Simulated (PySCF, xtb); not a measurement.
GaFClBr, SMILES [F][Ga]([Cl])[Br].

Harmonic wavenumbers (cm⁻¹) from GFN2-xTB run with xtb 6.7.1 at its own minimum, in rising order: 81, 120, 124, 270, 399, 458.

Problem. What does PBE-D3(BJ)/def2-SVP run with PySCF give at its own minimum? (The exact figures need the calculation; the answer reports its results.)

Solution. 101, 142, 160, 296, 438, 697. Paired by order, the mean absolute difference is 64 cm⁻¹ and the zero-point energies are 2.1 and 2.6 kcal/mol.
